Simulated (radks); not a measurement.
Results of a calculation; reference values are marked as such.
Problem. These are the eigenvalues of the occupied orbitals of an atom or ion with whole-number occupations (Ry). Level of theory: Dirac Kohn-Sham, PBE, spin-unpolarised, spherical densities, point nucleus (a radial shooting solver on a logarithmic mesh with Libxc functionals).

| orbital | eigenvalue |
|---|---|
| 1s1/2 | -2132.404 |
| 2s1/2 | -322.9130 |
| 2p1/2 | -301.7038 |
| 2p3/2 | -284.7518 |
| 3s1/2 | -63.35546 |
| 3p1/2 | -54.74198 |
| 3p3/2 | -51.64642 |
| 3d3/2 | -36.42876 |
| 3d5/2 | -35.78983 |
| 4s1/2 | -11.11943 |
| 4p1/2 | -8.25651 |
| 4p3/2 | -7.70016 |
| 4d3/2 | -3.22109 |
| 4d5/2 | -3.14398 |
| 5s1/2 | -1.91728 |

Which element is it, and in what charge state? The configuration may be excited. Open shells, if any, fill j = l - 1/2 first.

Solution. Z = 50, tin, charge +2: Sn2+ in [Kr] 4d10 5s2. The list shows which subshells hold electrons but not how many an open one holds; the 1s level, -1066.2 hartree, gives Z - s = 46.2 by -(Z - s)^2/2, which with screening and relativity narrows Z to a few neighbours, and the depths of the outer levels then fix element, charge and occupations together.
